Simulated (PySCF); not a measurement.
Gas-phase reaction: 3 Br2 + 2 BH2F ⇌ 2 BBr3 + 2 F + 4 H, at 1600 K and a standard pressure of 1 bar. Level: r2SCAN/def2-TZVP†.

Computed with PySCF and rigid-rotor harmonic-oscillator thermochemistry at 1 bar. † marks an energy on the PBE0/def2-TZVP geometry and frequencies. Open shells (unrestricted): F (multiplicity 2, electronic degeneracy 6), H (multiplicity 2); the rest are closed-shell singlets. Spin-orbit splitting is ignored; it lowers the true energy and changes the entropy of F. Br: all electrons, no relativistic terms. BH2F: computed as isolated molecules; such fragments, hydroxides, amides, oligomers or adducts are transient or little studied in the gas. The harmonic model lacks anharmonicity and excited electronic states, which grow with temperature; levels with a mode under 35 cm⁻¹ are left out.

```
species       E (Ha)  H(1600 K) − E (kJ/mol)  S°(1600 K) (J/mol/K)
-------  -----------  ----------------------  --------------------
Br2      -5148.26974                    60.0                 307.2
BH2F      -125.91437                   149.2                 316.8
BBr3     -7747.37123                   134.5                 454.2
F          -99.72765                    33.3                 195.4
H           -0.49993                    33.3                 149.6
```
E: electronic energy; H − E holds the zero-point and thermal terms. 1 Ha = 2625.5 kJ/mol.

Work out ΔH°, ΔS°, ΔG° and log10 K from these numbers.

1. ΔE = 2×(-7747.37123) + 2×(-99.72765) + 4×(-0.49993) − 3×(-5148.26974) − 2×(-125.91437) = 0.44048 Ha = 1156.5 kJ.
2. Δ(H − E) = 2×(134.5) + 2×(33.3) + 4×(33.3) − 3×(60.0) − 2×(149.2) = -9.6 kJ, so ΔH° = 1146.9 kJ.
3. ΔS° = 2×(454.2) + 2×(195.4) + 4×(149.6) − 3×(307.2) − 2×(316.8) = 342.4 J/K; the number of gas molecules changes by +3.
4. ΔG° = ΔH° − TΔS° = 1146.9 − 1600×(342.4)/1000 = 599.1 kJ.
5. log10 K = −ΔG°/(RT ln 10) = -19.56, with RT ln 10 = 30.63 kJ/mol; at standard pressures the reactants are favoured.
6. A shift of 10 kJ in ΔE would move log10 K by 0.33 here.
For scale, ΔH°(298 K) is 1083 kJ at this level, 1126 kJ at ωB97M-V/def2-TZVP†, and runs from 700 to 1547 kJ over the 20 levels computed.
